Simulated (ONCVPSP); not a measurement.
**Ho ONCV: all-electron and pseudo phase curves**

```json
{
  "Element": "holmium",
  "Generator": "ONCVPSP 4.0.1",
  "Type": "optimised norm-conserving Vanderbilt (ONCV)",
  "Functional": "PBEsol",
  "Relativity": "scalar-relativistic",
  "Frozen core": "[Kr] 4d10",
  "Valence charge": "21",
  "Reference configuration": "4f10 5s2 5p6 5d1 6s2",
  "Partial waves": "5s+6s: rc 1.85 bohr, ncon 4, nbas 7, qcut 7.4 1/bohr, 3 projectors, debl 2.8 Ha; 5p: rc 2.10 bohr, ncon 3, nbas 7, qcut 5.8 1/bohr, 2 projectors, debl 1.4 Ha; 5d: rc 3.45 bohr, ncon 3, nbas 8, qcut 3.6 1/bohr, 3 projectors, debl 1.4 Ha; 4f: rc 1.15 bohr, ncon 5, nbas 10, qcut 12.7 1/bohr, 3 projectors, debl 2.2 Ha",
  "Local potential": "polynomial inside 1.10 bohr (lpopt 5, dvloc0 0 Ha)",
  "Core correction": "none"
}
```

The phase is arctan(r·R′/R) of the radial function R(r), unwrapped; energies in Ha, scanned from -4 to 5 Ha. A pole is an energy at which the radial function vanishes at the test radius. The pseudo phase is shifted by a multiple of π to meet the all-electron one at the reference energy, and phase errors are pseudo minus all-electron; the curves can meet again beyond the range given. Levels narrower than the energy grid can be missing from the lists of poles.

```csv
channel,radius (bohr),reference energy (Ha),"poles, all-electron","poles, pseudo",unbroken range about the reference energy with phases within 0.05 rad,phase error 1 Ha above the reference energy (rad)
s,1.88,-0.16,-1.48,-1.48,the whole range,+0.000
p,2.13,-1.07,-0.62,"-0.62, 3.99",below 3.8,-0.000
d,3.50,-0.08,"0.08, 1.78, 4.59","0.08, 1.78, 4.50",below 4.9,-0.001
f,1.16,-0.35,0.57,0.57,the whole range,-0.000
```

Note: no bound ghost flagged; GHOST(+) flagged for s at 16.8 eV, p at 112.4 eV, d at 147.9 eV.

Phases in the p channel:

```json
{"E (Ha)": "-3.98", "all-electron": "1.337", "pseudo": "1.337"}
{"E (Ha)": "-3.74", "all-electron": "1.324", "pseudo": "1.324"}
{"E (Ha)": "-3.50", "all-electron": "1.308", "pseudo": "1.308"}
{"E (Ha)": "-3.26", "all-electron": "1.289", "pseudo": "1.289"}
{"E (Ha)": "-3.02", "all-electron": "1.266", "pseudo": "1.266"}
{"E (Ha)": "-2.78", "all-electron": "1.235", "pseudo": "1.234"}
{"E (Ha)": "-2.54", "all-electron": "1.192", "pseudo": "1.192"}
{"E (Ha)": "-2.30", "all-electron": "1.130", "pseudo": "1.129"}
{"E (Ha)": "-2.06", "all-electron": "1.026", "pseudo": "1.026"}
{"E (Ha)": "-1.82", "all-electron": "0.819", "pseudo": "0.819"}
{"E (Ha)": "-1.58", "all-electron": "0.291", "pseudo": "0.290"}
{"E (Ha)": "-1.34", "all-electron": "-0.703", "pseudo": "-0.703"}
{"E (Ha)": "-1.10", "all-electron": "-1.241", "pseudo": "-1.241"}
{"E (Ha)": "-0.86", "all-electron": "-1.457", "pseudo": "-1.457"}
{"E (Ha)": "-0.62", "all-electron": "-1.572", "pseudo": "-1.572"}
{"E (Ha)": "-0.38", "all-electron": "-1.651", "pseudo": "-1.651"}
{"E (Ha)": "-0.14", "all-electron": "-1.715", "pseudo": "-1.715"}
{"E (Ha)": "0.10", "all-electron": "-1.777", "pseudo": "-1.777"}
{"E (Ha)": "0.34", "all-electron": "-1.845", "pseudo": "-1.845"}
{"E (Ha)": "0.58", "all-electron": "-1.929", "pseudo": "-1.929"}
{"E (Ha)": "0.82", "all-electron": "-2.046", "pseudo": "-2.047"}
{"E (Ha)": "1.06", "all-electron": "-2.231", "pseudo": "-2.232"}
{"E (Ha)": "1.30", "all-electron": "-2.553", "pseudo": "-2.559"}
{"E (Ha)": "1.54", "all-electron": "-3.092", "pseudo": "-3.108"}
{"E (Ha)": "1.78", "all-electron": "-3.671", "pseudo": "-3.692"}
{"E (Ha)": "2.02", "all-electron": "-4.040", "pseudo": "-4.059"}
{"E (Ha)": "2.26", "all-electron": "-4.245", "pseudo": "-4.263"}
{"E (Ha)": "2.50", "all-electron": "-4.367", "pseudo": "-4.385"}
{"E (Ha)": "2.74", "all-electron": "-4.448", "pseudo": "-4.466"}
{"E (Ha)": "2.98", "all-electron": "-4.505", "pseudo": "-4.526"}
{"E (Ha)": "3.22", "all-electron": "-4.548", "pseudo": "-4.572"}
{"E (Ha)": "3.46", "all-electron": "-4.581", "pseudo": "-4.613"}
{"E (Ha)": "3.70", "all-electron": "-4.609", "pseudo": "-4.652"}
{"E (Ha)": "3.94", "all-electron": "-4.632", "pseudo": "-4.700"}
{"E (Ha)": "4.18", "all-electron": "-4.652", "pseudo": "-4.790"}
{"E (Ha)": "4.42", "all-electron": "-4.670", "pseudo": "-5.698"}
{"E (Ha)": "4.66", "all-electron": "-4.686", "pseudo": "-7.628"}
{"E (Ha)": "4.90", "all-electron": "-4.702", "pseudo": "-7.737"}
```
